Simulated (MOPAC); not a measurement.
Job for MOPAC: PM6 on H2OSi (SMILES O[SiH]), a point of a torsion scan.

```
PM6 1SCF PRECISE CHARGE=0 THREADS=1
H2OSi

O     -0.77212138 1     0.21474178 1     0.28012874 1
Si     0.68281048 1     0.75067798 1    -0.28859014 1
H     -1.33013528 1    -0.43399574 1    -0.12846584 1
H      1.48785321 1     0.33643047 1     0.89282606 1
```

Output:

```
*******************************************************************************
 **                                                                           **
 **                              MOPAC v23.2.5                                **
 **                                                                           **
 *******************************************************************************
 ** MOPAC's Digital Object Identifier: https://doi.org/10.5281/zenodo.6511958 **
 **                                                                           **
 ** Please cite the open-source release paper for use of this MOPAC version:  **
 ** J. E. Moussa and J. J. P. Stewart (2026)                                  **
 ** MOPAC: An open-source semiempirical molecular orbital program             **
 ** J. Open Source Softw., 11(119), 8025, https://doi.org/10.21105/joss.08025 **
 *******************************************************************************

                              PM6 CALCULATION RESULTS

 *******************************************************************************
 *  PM6        - The PM6 Hamiltonian to be used
 *
 *
 *
 *                 CHARGE ON SYSTEM = 0
 *
 *
 *
 *  PRECISE    - TIGHTER CRITERIA TO BE USED
 *  1SCF       - DO 1 SCF AND THEN STOP
 *  THREADS=1  - MULTI-THREADING NOT USED
 *  T=         - A TIME OF 172800.0 SECONDS REQUESTED
 *  DUMP=N     - RESTART FILE WRITTEN EVERY 7200.0 SECONDS REQUESTED
 *******************************************************************************
PM6 1SCF PRECISE CHARGE=0 THREADS=1
 H2OSi

   ATOM   CHEMICAL          X               Y               Z
  NUMBER   SYMBOL      (ANGSTROMS)     (ANGSTROMS)     (ANGSTROMS)

     1       O         -0.77212138  *   0.21474178  *   0.28012874  *
     2      Si          0.68281048  *   0.75067798  *  -0.28859014  *
     3       H         -1.33013528  *  -0.43399574  *  -0.12846584  *
     4       H          1.48785321  *   0.33643047  *   0.89282606  *



          CARTESIAN COORDINATES

    NO.       ATOM           X           Y           Z

     1         O         -0.7721      0.2147      0.2801
     2        Si          0.6828      0.7507     -0.2886
     3         H         -1.3301     -0.4340     -0.1285
     4         H          1.4879      0.3364      0.8928

 General Reference for PM6:
 "Optimization of Parameters for Semiempirical Methods V: Modification of NDDO Approximations
 and Application to 70 Elements", J. J. P. Stewart, J. Mol. Mod., 13, 1173-1213 (2007)
 URL: https://link.springer.com/article/10.1007/s00894-007-0233-4

           Empirical Formula: H2 O Si  =     4 atoms



      MOLECULAR POINT GROUP   :   C1


      RHF CALCULATION, NO. OF DOUBLY OCCUPIED LEVELS = 6


 -------------------------------------------------------------------------------
 PM6 1SCF PRECISE CHARGE=0 THREADS=1
 H2OSi



     1SCF WAS SPECIFIED, SO BFGS WAS NOT USED
     SCF FIELD WAS ACHIEVED


                              PM6 CALCULATION
                                                       MOPAC v23.2.5 Linux




          FINAL HEAT OF FORMATION =         -4.62082 KCAL/MOL =     -19.33350 KJ/MOL


          COSMO AREA              =         84.81 SQUARE ANGSTROMS
          COSMO VOLUME            =         70.96 CUBIC ANGSTROMS

          IONIZATION POTENTIAL    =          7.513963 EV
          HOMO LUMO ENERGIES (EV) =         -7.514 -1.078
          NO. OF FILLED LEVELS    =          6
          MOLECULAR WEIGHT        =         46.1007         POINT GROUP:  C1

          MOLECULAR DIMENSIONS (Angstroms)

            Atom       Atom       Distance
            H     4    H     3     3.09478
           Si     2    H     3     1.08419
           Si     2    O     1     0.48067


          SCF CALCULATIONS        =          1





   ATOM   CHEMICAL          X               Y               Z
  NUMBER   SYMBOL      (ANGSTROMS)     (ANGSTROMS)     (ANGSTROMS)

     1       O         -0.77212138  *   0.21474178  *   0.28012874  *
     2      Si          0.68281048  *   0.75067798  *  -0.28859014  *
     3       H         -1.33013528  *  -0.43399574  *  -0.12846584  *
     4       H          1.48785321  *   0.33643047  *   0.89282606  *

                             CARTESIAN COORDINATES

   1    O       -0.772121380     0.214741780     0.280128740
   2   Si        0.682810480     0.750677980    -0.288590140
   3    H       -1.330135280    -0.433995740    -0.128465840
   4    H        1.487853210     0.336430470     0.892826060


           Empirical Formula: H2 O Si  =     4 atoms



      MOLECULAR POINT GROUP   :   C1


                  EIGENVALUES
 -29.65952 -19.42701 -14.86039 -13.60581 -12.66778  -7.51396  -1.07804  -0.34182
   0.87272   1.55367   2.03834   2.55773   3.67357   4.75127   5.85145


              NET ATOMIC CHARGES AND DIPOLE CONTRIBUTIONS

  ATOM NO.   TYPE          CHARGE      No. of ELECS.   s-Pop       p-Pop       d-Pop
    1          O          -0.598222        6.5982     1.64106     4.95716
    2         Si           0.282807        3.7172     1.77915     1.36145     0.57659
    3          H           0.351829        0.6482     0.64817
    4          H          -0.036413        1.0364     1.03641
 DIPOLE           X         Y         Z       TOTAL
 POINT-CHG.     0.638    -0.390    -1.570     1.739
 HYBRID        -0.456    -0.497     0.837     1.075
 SUM            0.182    -0.886    -0.733     1.164


          ATOMIC ORBITAL ELECTRON POPULATIONS

     Atom    s        px        py        pz      x^2-y^2     xz        z^2       yz        xy
    1  O   1.64106   1.58694   1.60426   1.76597
    2 Si   1.77915   0.34157   0.22967   0.79022   0.17733   0.20183   0.05695   0.03516   0.10532
    3  H   0.64817
    4  H   1.03641

 **********************
 *                    *
 * JOB ENDED NORMALLY *
 *                    *
 **********************




 == MOPAC DONE ==
```

The run finished.

Cost: roughly 0.03 core-seconds.
